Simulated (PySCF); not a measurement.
How methods differ on the ionisation energy of Ga⁺

Ga⁺ [Ar] 3d10 4s2 (1S) → Ga²⁺ [Ar] 3d10 4s1 (2S), as a difference of total energies. Computed with PySCF 2.14 in cc-pVTZ-DK, with the spin-free X2C one-electron Hamiltonian (Gaussian nucleus). Correlated levels: valence: [Ar] 3d10 frozen. The calculations carry no spin-orbit coupling.

| method | ionisation energy (eV) |
| --- | --- |
| UHF | 18.772 |
| M06-L | 20.625 |
| LDA | 21.162 |
| MP2 (valence) | 19.475 |
| SCS-MP2 (valence) | 19.615 |
| CCSD (valence) | 19.764 |

Task: How much does correlation contribute at MP2 (valence)?

Result: 19.475 − (18.772) = 0.703 eV, measured against UHF.

Errors of the correlated levels include the incompleteness of this basis and the frozen core.

With two correlated electrons CCSD is exact in that space.

For comparison: 20.515 eV (measured; NIST Atomic Spectra Database, ionization energies).
